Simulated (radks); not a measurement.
Results of a calculation; reference values are marked as such.
Problem. Isoelectronic series with 32 electrons, all held in the configuration [Ar] 3d10 4s2 4p2, which need not be the ground one along the series. Code: a radial shooting solver on a logarithmic mesh with Libxc functionals. Model: scalar-relativistic Kohn-Sham, LDA (Slater exchange, Perdew-Wang correlation), spin-polarised, spherical densities, finite nucleus; open shells are filled with parallel spins first (spin-orbit coupling, left out, can overturn this in heavy ions); Fermi nuclear charge, rms radius of each element as measured or else 0.836 A^(1/3) + 0.57 fm. Total energies (hartree) and orbital eigenvalues (eV):

ion,E (hartree),4p up,4s down,4s up
Ce26+,-8526.0528,-894.8667,-966.2516,-972.9725
Pr27+,-8870.0131,-953.8043,-1029.019,-1035.929
Nd28+,-9221.5564,-1014.573,-1093.781,-1100.880
Pm29+,-9580.7355,-1077.179,-1160.550,-1167.839
Sm30+,-9947.5984,-1141.626,-1229.339,-1236.818
Eu31+,-10322.2436,-1207.919,-1300.168,-1307.837
Tb33+,-11095.1167,-1346.066,-1448.004,-1456.053
Dy34+,-11493.4001,-1417.933,-1525.037,-1533.276
Ho35+,-11899.7776,-1491.668,-1604.180,-1612.609
Er36+,-12314.2341,-1567.281,-1685.443,-1694.063
Tm37+,-12736.9060,-1644.775,-1768.852,-1777.663

Estimate the row of Gd32+.

Solution. E (hartree) -10704.7112; 4p up -1276.064; 4s down -1373.049; 4s up -1380.908.
